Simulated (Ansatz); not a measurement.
F$_{3}$Ga, charge +1, doublet, at a GFN2-xTB geometry (such geometries of metal compounds can be far from the true shape) (a state made from the parent by changing its charge; the spin is typed, not shown lowest); B3LYP/STO-3G (Ansatz, a program for electronic structure).

Ansatz was given this input:
Ansatz 0.2 input:
```yaml
crystal:
  periodic: [false, false, false]
  atoms:
    - {symbol: Ga, position_ang: [-0.00002990, -0.01197992, 0.00514158]}
    - {symbol: F, position_ang: [-1.55495041, -0.93415618, 0.03901092]}
    - {symbol: F, position_ang: [0.00412815, 1.65379032, -0.70977933]}
    - {symbol: F, position_ang: [1.55092526, -0.67836996, 0.65305851]}
basis:
  gaussian:
    orbitals: STO-3G
hamiltonian:
  xc: b3lyp
total_charge: 1
magnetization: {spin_polarized: true, initial_magnetization: 1}
accuracy: high
```

Q: Predict the main parts of the log of this Ansatz run.

A: 
```
Functional definition: B3LYP
538 factors; integrals over basis functions are off by at most 6.1e-9 eV
mean field evaluation 1: about -58990.8971 eV, gradient 1.9e2 eV
mean field evaluation 2: about -59610.3060 eV, gradient 8.4e1 eV
mean field evaluation 4: about -59768.4342 eV, gradient 4.5e1 eV
mean field evaluation 8: about -59784.0425 eV, gradient 1.9e1 eV
mean field evaluation 16: about -59787.0232 eV, gradient 1.8e0 eV
mean field evaluation 32: about -59787.1083 eV, gradient 7.8e-6 eV
mean field evaluation 64: about -59786.0233 eV, gradient 5.6e0 eV
mean field -59787.10831125 eV, -2197.1357052810 hartree, gradient 1.3e-8 eV, S^2 0.752662; 5 other end points of the search recorded, 0 dependent functions left out
reference -59787.10833524 eV, -2197.1357061627 hartree; 29, 28 occupied and 4, 5 virtual orbitals, 538 factors
Total energy: -59787.10833524 eV, -2197.1357061627 hartree
```
